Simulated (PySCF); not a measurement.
C₄H₉OP₂ (charge +1).
Atom-mapped SMILES: `[CH3:1][P:2]([C:3]#[C:4][PH3+:5])[CH2:6][OH:7]` (hydrogens: H8, H9, H10 on C1; H11, H12, H13 on P5; H14, H15 on C6; H16 on O7)

The same species was optimised twice, with GFN2-xTB and with PBE0-D3(BJ)/def2-SVP (PySCF), and the same property calculations (PySCF, gas phase) were run on both structures.

```tsv
coordinate	GFN2-xTB	PBE0-D3(BJ)/def2-SVP	change
C4–P5 (Å)	1.717	1.693	-0.024
C6–O7 (Å)	1.397	1.383	-0.014
C3≡C4 (Å)	1.219	1.229	+0.010
P2–C3 (Å)	1.762	1.768	+0.006
C1–P2 (Å)	1.850	1.844	-0.006
P2–C6 (Å)	1.899	1.897	-0.002
C1–P2–C6 (°)	99.7	103.1	+3.4
C1–P2–C3 (°)	98.3	101.4	+3.1
P2–C3–C4 (°)	170.1	172.8	+2.7
C3–P2–C6 (°)	94.5	97.0	+2.5
P2–C6–O7 (°)	110.2	111.2	+1.0
C3–C4–P5 (°)	178.2	177.4	-0.8
C1–P2–C6–O7 (°)	160	164	+4
```

Rotational constants: A = 2669, B = 826.7, C = 675.6 MHz (GFN2-xTB) against A = 2640, B = 810.8, C = 658.9 MHz (PBE0-D3(BJ)/def2-SVP). Point groups within 0.08 Å: C1 and C1.

On the GFN2-xTB structure: lowest singlet, TDDFT (eV) 4.06 [wB97X-D/def2-SVPD]; isotropic polarisability (au) 102.7 [wB97X-D/def2-SVPD]; HOMO (eV) -12.49 [wB97X-D/def2-SVPD]; LUMO (eV) -4.06 [wB97X-D/def2-SVPD]; HOMO (eV) -10.72 [PBE0/pcSseg-1]; LUMO (eV) -5.77 [PBE0/pcSseg-1]; GIAO shielding of C1 (ppm) 178.4 [PBE0/pcSseg-1]; GIAO shielding of P2 (ppm) 389.8 [PBE0/pcSseg-1]; GIAO shielding of C3 (ppm) 22.3 [PBE0/pcSseg-1]; GIAO shielding of C4 (ppm) 126.7 [PBE0/pcSseg-1]; GIAO shielding of P5 (ppm) 454.8 [PBE0/pcSseg-1]; GIAO shielding of C6 (ppm) 115.1 [PBE0/pcSseg-1]; GIAO shielding of O7 (ppm) 303.1 [PBE0/pcSseg-1].

Problem. What do these properties become on the PBE0-D3(BJ)/def2-SVP structure?

Solution. 
```
                                    property              level  on GFN2-xTB  on PBE0-D3(BJ)/def2-SVP  change
                  lowest singlet, TDDFT (eV)  wB97X-D/def2-SVPD         4.06                     3.79   -0.27
               isotropic polarisability (au)  wB97X-D/def2-SVPD        102.7                    106.2    +3.5
                                   HOMO (eV)  wB97X-D/def2-SVPD       -12.49                   -12.37   +0.12
                                   LUMO (eV)  wB97X-D/def2-SVPD        -4.06                    -4.21   -0.15
energy, GFN2-xTB geometry as zero (kcal/mol)  wB97X-D/def2-SVPD          0.0                     -1.5    -1.5
                                   HOMO (eV)      PBE0/pcSseg-1       -10.72                   -10.64   +0.08
                                   LUMO (eV)      PBE0/pcSseg-1        -5.77                    -5.92   -0.15
energy, GFN2-xTB geometry as zero (kcal/mol)      PBE0/pcSseg-1          0.0                     -1.5    -1.5
                  GIAO shielding of C1 (ppm)      PBE0/pcSseg-1        178.4                    177.7    -0.7
                  GIAO shielding of P2 (ppm)      PBE0/pcSseg-1        389.8                    372.8   -17.0
                  GIAO shielding of C3 (ppm)      PBE0/pcSseg-1         22.3                     17.3    -5.0
                  GIAO shielding of C4 (ppm)      PBE0/pcSseg-1        126.7                    123.9    -2.8
                  GIAO shielding of P5 (ppm)      PBE0/pcSseg-1        454.8                    454.5    -0.3
                  GIAO shielding of C6 (ppm)      PBE0/pcSseg-1        115.1                    117.0    +1.9
                  GIAO shielding of O7 (ppm)      PBE0/pcSseg-1        303.1                    305.8    +2.7
```

The heavy atoms differ by 0.057 Å rms after alignment. Among bonds between heavy atoms C4–P5 changes most (-0.024 Å). Changes are differences of the printed values. Neither structure is proved a minimum here. Isolated species at its PBE0-D3(BJ)/def2-SVP geometry (one conformer only).

The values belong to the conformer `[CH3:1][P:2]([C:3]#[C:4][PH3+:5])[CH2:6][OH:7]`: C1–P2–C6–O7 164°, H–O7–C6–P2 83°.

The pairwise dispersion term of wB97X-D wasn't added to the energies; at a given geometry it leaves orbitals and properties as they are.
